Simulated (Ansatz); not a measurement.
Reaction: GeH2F2 (SMILES [F][GeH2][F]) → GeH2F (SMILES [F][GeH2], doublet) + F (doublet) (the F-Ge bond breaks)
Each species at its own B3LYP-D3(BJ)/def2-TZVP minimum (Ansatz, a program for electronic structure).

Quantity: bond dissociation energy (electronic), in kcal/mol. Radicals and triplets start from unrestricted determinants; spin-orbit coupling is neglected. Cores are frozen in correlated methods (noble-gas shells, and filled d and f shells in the p block). No relativity. CBS(X,Y): correlation extrapolated as X^-3, Hartree-Fock from the larger set (Q,5: extrapolated as (X+1)exp(-9√X)). A bracket is a step between two methods taken in the basis named. Double hybrids freeze cores in their MP2 part.

CCSD(T)/CBS(cc-pVQZ,cc-pV5Z) + [CCSDT(Q) - CCSD(T)]/cc-pVTZ (Ansatz) gives 137.3 kcal/mol.

How far off this value is PBE/def2-TZVPD (Ansatz), in which direction, and how far these levels: B3LYP/def2-TZVPD, wB97M-V/def2-TZVPD, B2PLYP/def2-TZVPD, CCSD(T)/CBS(cc-pVQZ,cc-pV5Z)?

PBE gives 132.6 kcal/mol, 4.7 kcal/mol below it. Differences of the others: B3LYP/def2-TZVPD (Ansatz) -8.9; wB97M-V/def2-TZVPD (Ansatz) -5.5; B2PLYP/def2-TZVPD (Ansatz) -5.2; CCSD(T)/CBS(cc-pVQZ,cc-pV5Z) (Ansatz) 0.0 kcal/mol.
